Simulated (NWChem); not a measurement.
Species: iodoethane (C$_{2}$H$_{5}$I); SMILES CCI

Computed with NWChem. The geometry was optimised at PBE0/def2-SVP. def2 effective core potentials on I; no spin-orbit coupling. Total energies compare along this basis series because the functional is fixed.

```tsv
level	basis functions	energy (Ha)	highest occupied level (eV)	orbital gap (eV)	dipole (D)	relative time
B3LYP/def2-SVP	79	-376.9614	-6.82	6.02	1.89	1
B3LYP/def2-SVPD	115	-376.9687	-6.97	5.83	2.03	2
B3LYP/def2-TZVP	142	-377.0632	-6.97	5.94	2.02	4
B3LYP/def2-TZVPD	178	-377.0637	-6.98	5.83	2.03	6
B3LYP/def2-TZVPP	182	-377.0652	-6.97	5.94	2.02	5
```

Relative times are rough (shared machine, one core).
